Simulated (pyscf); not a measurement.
HS–Nb(Cl)(Cl)(Cl)–Cl, singlet

Gas-phase minimum from PySCF at ωB97X-D3(BJ)/def2-SVP, one conformer. 

```xyz
7

S     -1.9487    -0.4335    -1.5690
Nb    -0.2198     1.0288    -0.9312
Cl     0.4157     1.1800     1.2342
Cl     0.7506     2.3797    -2.4632
Cl    -2.0239     2.4181    -0.6431
Cl     1.2270    -0.7132    -1.3624
H     -1.2230    -1.5304    -1.8576
```
Charge 0, spin multiplicity 1.

Bonded distances (Å): S1–Nb2 2.353, S1–H7 1.347, Nb2–Cl3 2.262, Nb2–Cl4 2.261, Nb2–Cl5 2.295, Nb2–Cl6 2.305. Angles (°): Nb2–S1–H7 99.7, S1–Nb2–Cl3 120.5, S1–Nb2–Cl4 120.2, S1–Nb2–Cl5 80.4, S1–Nb2–Cl6 86.6, Cl3–Nb2–Cl4 119.2, Cl3–Nb2–Cl5 93.5, Cl3–Nb2–Cl6 93.1, Cl4–Nb2–Cl5 93.5, Cl4–Nb2–Cl6 93.2, Cl5–Nb2–Cl6 167.0.

Properties at ωB97X-D3(BJ)/def2-SVP:

* **Harmonic wavenumbers, unscaled**: 57, 81, 146, 152, 158, 159, 215, 342, 407, 422, 424, 447, 455, 765, 2772 cm⁻¹
* **Zero-point energy**: 10.0 kcal/mol
* **Rotational symmetry number**: 1
* **Entropy of this conformer at 298 K and 1 atm, rigid rotor and harmonic oscillator, modes under 100 cm⁻¹ raised to 100**: 412.2 J/(mol K)
* **Dipole moment**: 0.86 D

Single-point totals, which compare only within one level:

```json
[
 {"level": "ωB97X-D3(BJ)/def2-TZVP", "total energy (hartree)": "-2296.98227"},
 {"level": "PBE/def2-TZVP", "total energy (hartree)": "-2296.03442"},
 {"level": "r²SCAN/def2-TZVP", "total energy (hartree)": "-2296.81945"},
 {"level": "B3LYP-D3(BJ)/def2-TZVP", "total energy (hartree)": "-2297.03656"},
 {"level": "PBE0-D3(BJ)/def2-TZVP", "total energy (hartree)": "-2296.17418"},
 {"level": "M06-2X/def2-TZVP", "total energy (hartree)": "-2296.71956"},
 {"level": "ωB97M-D3(BJ)/def2-TZVP", "total energy (hartree)": "-2297.10857"}
]
```

Soft torsions are taken as harmonic, which can shift the entropy by several J/(mol K). Elements past Kr carry the def2 core potentials, without spin-orbit coupling.
